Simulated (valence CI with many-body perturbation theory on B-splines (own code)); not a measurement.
# Hf LXVI: fill in the table

Calculated by valence CI with perturbative core correlation (CI+MBPT): five valence electrons over a frozen Dirac-Fock core [He], radial functions for each j: 9 s, 9 p, 8 d, 6 f, 3 g, 1 h, with the one-electron correlation potential Σ1, the two-electron term Σ2, the three-electron term Σ3, Breit, model QED; selected CI, second order for the rest (own B-spline code, finite nucleus).

No measured spectrum was set against this ion. As an estimate, large intervals hold to a few tenths of a per cent, small ones and those within an open d or f shell to about a per cent. Among the levels kept, up to 1100 cm⁻¹ of a level comes from second order outside the variational space, and about a tenth of that is noise between levels of different J, which matters for small intervals.

```tsv
Level	E (eV)
(2s^2 2p1/2^2 2p3/2) J=3/2	0.0
(2s^2 2p1/2 2p3/2^2) J=3/2	1221.0
(2s^2 2p1/2 2p3/2^2) J=5/2	1244.0
(2s^2 2p1/2 2p3/2^2) J=1/2	1294.3
(2s 2p1/2^2 2p3/2^2) J=5/2	1552.8
(2s 2p1/2^2 2p3/2^2) J=1/2	?
(2s 2p1/2^2 2p3/2^2) J=3/2	1656.3
(2s^2 2p3/2^3) J=3/2	2517.9
(2s 2p1/2 2p3/2^3) J=3/2 [a]	2800.5
(2s 2p1/2 2p3/2^3) J=5/2	?
(2s 2p1/2 2p3/2^3) J=1/2	?
(2s 2p1/2 2p3/2^3) J=3/2 [b]	?
(2p1/2^2 2p3/2^3) J=3/2	3277.8
(2s 2p3/2^4) J=1/2	4142.2
(2p1/2 2p3/2^4) J=1/2	?
(2s^2 2p1/2^2 3s) J=1/2	8332.3
(2s^2 2p1/2^2 3p1/2) J=1/2	8433.0
(2s^2 2p1/2^2 3p3/2) J=3/2	8808.9
(2s^2 2p1/2^2 3d3/2) J=3/2	8896.7
(2s^2 2p1/2^2 3d5/2) J=5/2	?
```

Levels are named by their leading jj configuration (3d3/2^4 stands for four electrons in 3d with j = 3/2), which in mixed levels can hold well under half, so a name can repeat and another be missing. Letters in brackets count levels of one name in rising energy.

(1) The levels stand in rising order. What does the calculation give for the missing energies?

Answers

(1) (2s 2p1/2^2 2p3/2^2) J=1/2 1655.0; (2s 2p1/2 2p3/2^3) J=5/2 2841.1; (2s 2p1/2 2p3/2^3) J=1/2 2903.2; (2s 2p1/2 2p3/2^3) J=3/2 [b] 2911.7; (2p1/2 2p3/2^4) J=1/2 4527.9; (2s^2 2p1/2^2 3d5/2) J=5/2 9002.9.
